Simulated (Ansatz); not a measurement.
XGe6: binding per atom (eV) at several levels, gas phase, relaxed structures; Ansatz. Clusters are the lowest isomers that short searches found in that spin, judged at the geometry's level. Core potentials for Sn in the def2 sets, no spin–orbit coupling. Binding counts from free atoms in the multiplicity of their measured ground term, without zero-point energy. The structures are stationary points that may keep the symmetry of their start. Correlated methods freeze inner cores and use unrestricted references for open shells.

```json
{"species": "SiGe6", "state": "singlet", "geometry": "B3LYP-D4/def2-SVP", "PBE-D4/def2-SVP": "3.43", "PBE-D4/def2-TZVP": "3.46", "r2SCAN-D4/def2-TZVP": "3.34", "PBE0-D4/def2-SVP": "3.26", "PBE0-D4/def2-TZVP": "3.30", "MP2/def2-SVP": "3.16"}
{"species": "Ge6N", "state": "doublet", "geometry": "PBE-D4/def2-SVP", "PBE-D4/def2-SVP": "3.31", "PBE-D4/def2-TZVP": "3.33", "r2SCAN-D4/def2-TZVP": "3.15", "PBE0-D4/def2-SVP": "3.08", "PBE0-D4/def2-TZVP": "3.10", "MP2/def2-SVP": "2.86"}
```

**Question.** Estimate the rows for SnGe6 (singlet, PBE-D4/def2-SVP geometry).

**Answer.** 
```json
{"species": "SnGe6", "state": "singlet", "geometry": "PBE-D4/def2-SVP", "PBE-D4/def2-SVP": "3.29", "PBE-D4/def2-TZVP": "3.31", "r2SCAN-D4/def2-TZVP": "3.19", "PBE0-D4/def2-SVP": "3.12", "PBE0-D4/def2-TZVP": "3.16", "MP2/def2-SVP": "3.06"}
```
